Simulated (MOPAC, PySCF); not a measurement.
C$_{2}$H$_{4}$OSi, SMILES `C=C[Si]O` (lower singlet; C–C–Si–O torsion 180°, C–Si–O–H torsion 0°), neutral singlet in the gas phase. This singlet lies 1.73 eV below the relaxed triplet at the level B3LYP/cc-pVTZ // PBE0-D3(BJ)/def2-TZVP (Ansatz).

Cartesian coordinates (Å):
```xyz
8

C     -1.4957     0.0618    -0.2404
C     -0.2385     0.2212     0.1822
Si     1.0187    -1.0516    -0.4167
O      2.4153    -0.5224     0.2986
H     -1.7609    -0.7668    -0.8960
H     -2.3106     0.7273     0.0332
H     -0.0198     1.0668     0.8383
H      2.3915     0.2638     0.8512
```
Charge 0, spin multiplicity 1.

All levels are single points at this geometry (PBE0-D3(BJ)/def2-TZVP); Pople sets use spherical d functions. Orbital energies aren't observables, and empty levels follow the basis.

B3LYP/LANL2DZ in PySCF gives dipole (D) = 3.12.

### Question
Estimate the dipole (D) from each of these levels: PBE0-D3(BJ)/def2-TZVP in PySCF; BP86/6-31G* in PySCF; PBE/6-31G* in PySCF; HF/3-21G in PySCF; HF/6-31G* in PySCF; HF/STO-3G in PySCF; PM6 in MOPAC; PM7 in MOPAC.

### Answer

| level | dipole (D) |
|---|---|
| PBE0-D3(BJ)/def2-TZVP in PySCF | 2.64 |
| BP86/6-31G* in PySCF | 2.84 |
| PBE/6-31G* in PySCF | 2.84 |
| HF/3-21G in PySCF | 3.10 |
| HF/6-31G* in PySCF | 2.95 |
| HF/STO-3G in PySCF | 1.00 |
| PM6 in MOPAC | 2.31 |
| PM7 in MOPAC | 3.75 |
